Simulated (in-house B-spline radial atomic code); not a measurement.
Nb⁵⁺. Computed with a B-spline radial atomic code. Model: all-electron spherical atom, spin shells full or empty, radial basis limit, no spin-orbit coupling, Breit or QED, empty-state partial waves extrapolated as (l+1/2)^-4, RPA, G0W0 and static COHSEX of the highest shell as one setting changes (uncorrelated shells keep exact exchange).

Empty levels are discrete states of a finite basis, so the steps are uneven.

Given: element Nb; charge 5; filled core Ar; hamiltonian one-electron scalar X2C; mean-field start PBE0; highest l of empty states 9; nuclear rms radius 4.324 fm; lowest nl shells left uncorrelated 4; highest mean-field shell 4p; box radius 10.43 bohr.

Shell: 3d 5 5, 4s 1 1, 4p 3 3 (electrons up and down).

```tsv
highest empty level kept (hartree)	RPA correlation energy (hartree)	G0W0 level (eV)	G0W0 minus most complete (meV)	COHSEX level (eV)	linearised minus solved G0W0 (meV)
12	-0.72493	-102.5	478.1	-104.63	-6
24	-0.97065	-102.7	278.3	-105.13	-6.4
42	-1.2355	-102.83	146.8	-105.48	-6.7
72	?	?	?	?	?
120	-1.5005	-102.93	52.1	-105.75	-6.9
216	-1.6016	-102.96	20.3	-105.85	-6.9
360	?	?	?	?	?
720	-1.6504	-102.98	2.1	-105.9	-7
1440	-1.654	-102.98	0.6	-105.91	-7
3000	-1.6548	-102.98	0.1	-105.91	-7
7200	-1.655	-102.98	0	-105.91	-7
24000	-1.655	-102.98	0	-105.91	-7
```

(1) What follows for highest empty level kept = 360?

(2) What follows for highest empty level kept = 72?

## Answers

(1) RPA correlation energy -1.636 hartree; G0W0 level -102.97 eV; G0W0 minus most complete 7.8 meV; COHSEX level -105.89 eV; linearised minus solved G0W0 -7 meV.

(2) RPA correlation energy -1.3908 hartree; G0W0 level -102.9 eV; G0W0 minus most complete 85.1 meV; COHSEX level -105.65 eV; linearised minus solved G0W0 -6.8 meV.
